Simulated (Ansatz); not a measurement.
`BrCI` + `[CH3]`• → `Br[CH]I`• + CH₄  (hydrogen abstraction from a C–H bond)

Gas-phase electronic energies from Ansatz, PBE0-D4/def2-TZVP geometries. CCSD(T)/CBS adds triple-zeta CCSD(T) − MP2 to the extrapolated MP2 energy (def2 sets, frozen cores). This one scheme is used for every species. DFT in def2-TZVPP. HSE06 is defined as in plane-wave codes. Open shells (•) are unrestricted, without spin–orbit coupling. def2 core potentials past Kr. For Br, I outer-core shells are correlated without core-valence functions, which leaves a few kJ/mol of doubt a bond. Scalar relativity is left out up to krypton.

**Question.** Is it downhill or uphill in electronic energy at CCSD(T)/CBS, and by how much? (Estimate.)

**Answer.** Ansatz gave: Downhill: ΔE = -0.35 eV.

**Question.** What do these levels give: BHLYP-D4, BLYP, HSE06, HF/def2-TZVPP, MP2/def2-TZVPP, SCS-MP2/def2-TZVPP? (Best estimate.)

**Answer.** Computed: BHLYP-D4 -0.36, BLYP -0.50, HSE06 -0.44, HF/def2-TZVPP -0.20, MP2/def2-TZVPP -0.28, SCS-MP2/def2-TZVPP -0.25 eV.

Largest T1 diagnostic among the species: 0.014.

From BLYP to BHLYP (50 % exact exchange), in def2-TZVPP and without D4, ΔE moves by +0.13 eV. At CCSD(T), def2-SVP lies −0.04 eV from the extrapolated value and def2-TZVPP −0.02 eV. In def2-TZVPP, CCSD(T) changes the Hartree–Fock value by −0.16 eV (the triples alone add −0.02 eV) and MP2 by −0.08 eV.
